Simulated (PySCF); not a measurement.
BBr₃, SMILES BrB(Br)Br.

The structure is a stationary point at r2SCAN-D4/def2-SVP. The isomer is the one that the SMILES or the coordinates give; other isomers of the formula were not compared.

Calculation: PBE/def2-TZVP in PySCF.

Symmetry labels are those of the subgroup C2v that the program uses (full group D3h).

Task: List the valence orbital energies around the gap with their symmetry. (An estimate is asked for; the answer gives what the named calculation found.)

Result: 
```
orbital  symmetry  energy (eV)
-------  --------  -----------
HOMO−7         A1       -10.45
HOMO−6         B1       -10.45
HOMO−5         B2        -9.27
HOMO−4         B1        -7.82
HOMO−3         A1        -7.82
HOMO−2         B2        -7.75
HOMO−1         A2        -7.75
HOMO           B1        -7.02
LUMO           B2        -2.95
LUMO+1         A1        -0.91
LUMO+2         A1         0.63
LUMO+3         B1         0.76
```
